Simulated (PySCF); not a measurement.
**C5H12NP: full NMR table**

```yaml
Formula: C5H12NP
SMILES: C/C=P/N(C)CC
InChI: InChI=1S/C5H12NP/c1-4-6(3)7-5-2/h5H,4H2,1-3H3
Point_group_of_the_computed_structure: C1
Carbon_signals: 5
Proton_signals: 5
```

Mapped SMILES: `[CH3:1]/[CH:2]=[P:3]/[N:4]([CH3:5])[CH2:6][CH3:7]` (H(Xn): hydrogen on atom n).

[PySCF 2.14: GIAO PBE0/pcSseg-1 shieldings; GFN2-xTB structure; no relativistic terms; a single conformation; rapidly exchanging positions averaged; no solvent model]

Scale: ¹H (σ = 31.72 ppm), ¹³C (σ = 186.93 ppm) vs TMS; H3PO4 for ³¹P (σ = 318.38 ppm); ¹⁵N (σ = 267.73 ppm) vs NH3 (reference shieldings calculated alike).

| carbon | δC, type | δH (multiplicity) | HMBC from (2–3 bonds) | span of the C tensor (ppm) |
| --- | --- | --- | --- | --- |
| C1 | 18.3, CH3 | 2.15 (m) | H(C2) | 34 |
| C2 | 150.5, CH | 6.94 (m) | H(C1) | 288 |
| C5 | 39.9, CH3 | 2.96 (m) | H(C6) | 54 |
| C6 | 54.9, CH2 | 3.25 (m) | H(C5), H(C7) | 58 |
| C7 | 17.5, CH3 | 1.04 (t) | H(C6) | 37 |

Other nuclei:
```csv
atoms,nucleus,environment,δ (ppm),σ (ppm)
P3,³¹P,"phosphorus bonded to C, N",267.1,51.3
N4,¹⁵N,"nitrogen bonded to 2 C, P",96.1,171.7
```

δC 150.5: carbon double-bonded to a heavier main-group atom. δC 54.9: sp3 CH2 bonded to N; pulled downfield by the heteroatom. δC 39.9: methyl carbon bonded to N; pulled downfield by the heteroatom. δH 3.25: hydrogen on an sp3 CH2 bonded to N; its carbon carries N, hence the downfield position. δH 2.96: hydrogen on a methyl carbon bonded to N; its carbon carries N, hence the downfield position.

Splittings by ³¹P in the carbon and heteronuclear signals aren't shown, as no couplings were computed. Shifts are as computed. Against solution values, carbons near 30 ppm lie about +3 ppm off and those near 130 ppm about +5 ppm. Of 1211 compounds with measured shifts, 218 miss one by over three times the rms of a fit or turn the order of signals round; such compounds aren't used in these exercises. Experimental scales use liquid or dissolved standards, which lie at an offset from isolated NH3 (liquid NH3: subtract about 20 ppm) and H3PO4. No couplings were computed; multiplicities are counted from neighbouring protons, with m where these are inequivalent, close in shift, in a saturated or five-membered ring or joined by F or P, and br s for small geminal =CH2 splittings.
